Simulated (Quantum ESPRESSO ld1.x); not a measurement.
All-electron atom: the europium ion Eu28+ in [Ar] 3d10 4s2 4p5.

All-electron calculation, scalar-relativistic Kohn-Sham, LDA (Slater exchange, Perdew-Zunger correlation), spin-polarised, spherical densities, point nucleus; open shells are filled with parallel spins first. Program: ld1.x of Quantum ESPRESSO 7.5.

Energy parts (hartree):
total: -10448.394
kinetic: 11220.422
electron-nucleus: -24161.475
Hartree: 2690.775
exchange-correlation: -198.116

Orbitals (lengths in bohr, moments of r in powers of bohr; <r^-3> diverges for s and p1/2):
orbital,occ.,eigenvalue (hartree),<r^-3>,<1/r>
1s up,1,-1811.90,-,70.18
1s down,1,-1811.87,-,70.18
2s up,1,-327.497,-,16.28
2s down,1,-327.480,-,16.28
2p up,3,-295.872,10790,15.24
2p down,3,-295.849,10790,15.24
3s up,1,-98.4854,-,6.026
3s down,1,-98.4590,-,6.026
3p up,3,-88.6350,2305,5.684
3p down,3,-88.6062,2306,5.684
3d up,5,-75.6803,314.4,5.404
3d down,5,-75.6534,314.5,5.405
4s up,1,-43.1074,-,2.819
4s down,1,-43.0087,-,2.819
4p up,3,-39.4918,681.5,2.666
4p down,2,-39.3940,681.3,2.666
4d up,0,-34.6108,88.75,2.493
4d down,0,-34.5171,88.76,2.493
5s up,0,-24.0116,-,1.616
5s down,0,-23.9708,-,1.614

The highest occupied level is 4p down at -1072.0 eV. Summed over all electrons, <r^2> = 3.368 bohr^2, which gives a Langevin (diamagnetic) susceptibility term of -2.67 x 10^-6 cm^3/mol. Spin moment in Bohr magnetons: 1. The density falls to 0.001 e/bohr^3 at r = 1.28 bohr.
